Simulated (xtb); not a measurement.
Cl2Te (SMILES Cl[Te]Cl), singlet, from a rough starting geometry; GFN2-xTB (xtb).

The xtb input:
```
$ xtb mol.xyz --gfn 2 --opt vtight --json

# file mol.xyz
3

Te    -0.00249691     0.00507252     1.01652535
Cl     1.11929923     1.31131720    -0.54316739
Cl    -1.03397972    -1.32302364    -0.51763696
```

What the program printed (banner, timings and long lists left out):

```
   ID    Z sym.   atoms
    1   52 Te     1
    2   17 Cl     2, 3

           -------------------------------------------------
          |                Calculation Setup                |
           -------------------------------------------------

           -------------------------------------------------
          |                 G F N 2 - x T B                 |
           -------------------------------------------------

          ...................................................
          :                      SETUP                      :
          :.................................................:
          :  # basis functions                  30          :
          :  # atomic orbitals                  27          :
          :  # shells                            9          :
          :  # electrons                        20          :
          :  max. iterations                   250          :
          :  Hamiltonian                  GFN2-xTB          :
          :  restarted?                      false          :
          :  GBSA solvation                  false          :
          :  PC potential                    false          :
          :  electronic temp.          300.0000000     K    :
          :  accuracy                    1.0000000          :
          :  -> integral cutoff          0.2500000E+02      :
          :  -> integral neglect         0.1000000E-07      :
          :  -> SCF convergence          0.1000000E-05 Eh   :
          :  -> wf. convergence          0.1000000E-03 e    :
          :  Broyden damping             0.4000000          :
          :  net charge                          0          :
          :  unpaired electrons                  0          :
          ...................................................

 iter      E             dE          RMSdq      gap      omega  full diag
   1    -12.2013195 -0.122013E+02  0.637E+00    2.95       0.0  T
   2    -12.1649951  0.363244E-01  0.145E+01    2.74       1.0  T
   3    -12.1671785 -0.218348E-02  0.144E+01    2.74       1.0  T
   4    -12.2356555 -0.684769E-01  0.278E+00    3.04       1.0  T
   5    -12.2492440 -0.135885E-01  0.284E-01    3.03       1.0  T
   6    -12.2492643 -0.203348E-04  0.155E-01    3.03       1.0  T
   7    -12.2492703 -0.594191E-05  0.867E-02    3.03       1.0  T
   8    -12.2492695  0.765921E-06  0.883E-02    3.02       1.0  T
   9    -12.2492818 -0.123188E-04  0.343E-02    3.03       1.7  T
  10    -12.2492837 -0.191636E-05  0.733E-03    3.03       7.9  T
  11    -12.2492829  0.805841E-06  0.213E-02    3.03       2.7  T
  12    -12.2492838 -0.897905E-06  0.293E-03    3.03      19.7  T
  13    -12.2492838 -0.680820E-08  0.261E-03    3.03      22.1  T
  14    -12.2492838 -0.639791E-08  0.196E-03    3.03      29.4  T
  15    -12.2492838 -0.696417E-08  0.383E-05    3.03    1508.6  T
  16    -12.2492838  0.124345E-13  0.165E-05    3.03    3501.6  T

   *** convergence criteria satisfied after 16 iterations ***

         :::::::::::::::::::::::::::::::::::::::::::::::::::::
         ::                     SUMMARY                     ::
         :::::::::::::::::::::::::::::::::::::::::::::::::::::
         :: total energy             -12.244783502719 Eh    ::
         :: gradient norm              0.020642255268 Eh/a0 ::
         :: HOMO-LUMO gap              3.026211000855 eV    ::
         ::.................................................::
         :: SCC energy               -12.249283765848 Eh    ::
         :: -> isotropic ES            0.005088659525 Eh    ::
         :: -> anisotropic ES          0.000216752710 Eh    ::
         :: -> anisotropic XC         -0.000597164223 Eh    ::
         :: -> dispersion             -0.002713988102 Eh    ::
         :: repulsion energy           0.004500263128 Eh    ::
         :: add. restraining           0.000000000000 Eh    ::
         :: total charge               0.000000000000 e     ::
         :::::::::::::::::::::::::::::::::::::::::::::::::::::

      -----------------------------------------------------------
     |                   =====================                   |
     |                        A N C O P T                        |
     |                   =====================                   |
     |               Approximate Normal Coordinate               |
     |                Rational Function Optimizer                |
      -----------------------------------------------------------
      -----------------------------------------------------------
     |                   =====================                   |
     |                        A N C O P T                        |
     |                   =====================                   |
     |               Approximate Normal Coordinate               |
     |                Rational Function Optimizer                |
      -----------------------------------------------------------

          ...................................................
          :                      SETUP                      :
          :.................................................:
          :   optimization level         verytight          :
          :   max. optcycles                   200          :
          :   ANC micro-cycles                  20          :
          :   degrees of freedom                 3          :
          :.................................................:
          :   RF solver                   davidson          :
          :   write xtbopt.log                true          :
          :   linear?                        false          :
          :   energy convergence         0.1000000E-06 Eh   :
          :   grad. convergence          0.2000000E-03 Eh/α :
          :   maxmium RF displ.          1.0000000          :
          :   Hlow (freq-cutoff)         0.1000000E-01      :
          :   Hmax (freq-cutoff)         5.0000000          :
          :   S6 in model hess.         20.0000000          :
[...]
 * total energy  :   -12.2447835 Eh     change       -0.5133671E-12 Eh
 * total energy  :   -12.2443152 Eh     change        0.4682574E-03 Eh
 * total energy  :   -12.2454422 Eh     change       -0.1126972E-02 Eh
 * total energy  :   -12.2453740 Eh     change        0.6821340E-04 Eh
 * total energy  :   -12.2455116 Eh     change       -0.1376432E-03 Eh
 * total energy  :   -12.2455110 Eh     change        0.6917205E-06 Eh
 * total energy  :   -12.2455119 Eh     change       -0.9219418E-06 Eh
 * total energy  :   -12.2455119 Eh     change       -0.1960538E-08 Eh
   *** GEOMETRY OPTIMIZATION CONVERGED AFTER 8 ITERATIONS ***
[...]
          :  electronic temp.          300.0000000     K    :
          :  accuracy                    1.0000000          :
          :  -> integral cutoff          0.2500000E+02      :
          :  -> integral neglect         0.1000000E-07      :
          :  -> SCF convergence          0.1000000E-05 Eh   :
          :  -> wf. convergence          0.1000000E-03 e    :
          :  Broyden damping             0.4000000          :
          :  net charge                          0          :
          :  unpaired electrons                  0          :
          ...................................................

 iter      E             dE          RMSdq      gap      omega  full diag
   1    -12.2490511 -0.122491E+02  0.591E-05    2.96       0.0  T
   2    -12.2490511 -0.586198E-12  0.481E-05    2.96    1199.5  T
   3    -12.2490511 -0.159872E-12  0.474E-05    2.96    1217.0  T

   *** convergence criteria satisfied after 3 iterations ***

         :::::::::::::::::::::::::::::::::::::::::::::::::::::
         ::                     SUMMARY                     ::
         :::::::::::::::::::::::::::::::::::::::::::::::::::::
         :: total energy             -12.245511878908 Eh    ::
         :: gradient norm              0.000034321448 Eh/a0 ::
         :: HOMO-LUMO gap              2.963656621146 eV    ::
         ::.................................................::
         :: SCC energy               -12.249051005973 Eh    ::
         :: -> isotropic ES            0.005265168004 Eh    ::
         :: -> anisotropic ES          0.000220283226 Eh    ::
         :: -> anisotropic XC         -0.000296439434 Eh    ::
         :: -> dispersion             -0.002700882112 Eh    ::
         :: repulsion energy           0.003539127066 Eh    ::
         :: add. restraining           0.000000000000 Eh    ::
         :: total charge               0.000000000000 e     ::
         :::::::::::::::::::::::::::::::::::::::::::::::::::::

           -------------------------------------------------
          |                Property Printout                |
           -------------------------------------------------

    * Orbital Energies and Occupations

         #    Occupation            Energy/Eh            Energy/eV
      -------------------------------------------------------------
         1        2.0000           -1.0760542             -29.2809
         2        2.0000           -1.0744056             -29.2361
         3        2.0000           -0.8632871             -23.4912
         4        2.0000           -0.5122235             -13.9383
         5        2.0000           -0.4974979             -13.5376
         6        2.0000           -0.4777647             -13.0006
         7        2.0000           -0.4566704             -12.4266
         8        2.0000           -0.4562044             -12.4140
         9        2.0000           -0.4508537             -12.2684
        10        2.0000           -0.3888923             -10.5823 (HOMO)
        11                         -0.2799799              -7.6186 (LUMO)
        12                         -0.2646506              -7.2015
        13                         -0.0119404              -0.3249
        14                         -0.0060792              -0.1654
        15                         -0.0040882              -0.1112
        16                         -0.0030690              -0.0835
        17                         -0.0019832              -0.0540
        18                         -0.0019117              -0.0520
        19                         -0.0018881              -0.0514
        20                         -0.0018718              -0.0509
        21                          0.0052917               0.1440
       ...                                ...                  ...
        27                          0.8248255              22.4446
      -------------------------------------------------------------
                  HL-Gap            0.1089124 Eh            2.9637 eV
             Fermi-level           -0.3344361 Eh           -9.1005 eV

     #   Z          covCN         q      C6AA      α(0)
     1  52 Te       1.646     0.179   407.887    37.350
     2  17 Cl       0.824    -0.090   101.860    15.439
     3  17 Cl       0.824    -0.090   101.859    15.439

 Mol. C6AA /au·bohr⁶  :       1619.739419
 Mol. C8AA /au·bohr⁸  :     110753.885727
 Mol. α(0) /au        :         68.228836

Wiberg/Mayer (AO) data.
largest (>0.10) Wiberg bond orders for each atom

 ---------------------------------------------------------------------------
     #   Z sym  total        # sym  WBO       # sym  WBO       # sym  WBO
 ---------------------------------------------------------------------------
     1  52 Te   2.525 --     3 Cl   1.262     2 Cl   1.262
     2  17 Cl   1.323 --     1 Te   1.262
     3  17 Cl   1.323 --     1 Te   1.262
 ---------------------------------------------------------------------------

Topologies differ in total number of bonds
Writing topology from bond orders to xtbtopo.mol

molecular dipole:
                 x           y           z       tot (Debye)
 q only:       -0.010       0.010       0.527
   full:       -0.014       0.014       0.736       1.871
molecular quadrupole (traceless):
                xx          xy          yy          xz          yz          zz
 q only:       -0.438      -1.414      -1.011       0.032       0.018       1.449
  q+dip:       -0.866      -2.213      -1.764       0.033       0.039       2.631
   full:       -1.635      -0.718      -1.925      -0.028       0.089       3.560

optimized geometry written to: xtbopt.xyz

           -------------------------------------------------
          | TOTAL ENERGY              -12.245511878908 Eh   |
          | GRADIENT NORM               0.000034321448 Eh/α |
          | HOMO-LUMO GAP               2.963656621146 eV   |
           -------------------------------------------------

normal termination of xtb
```
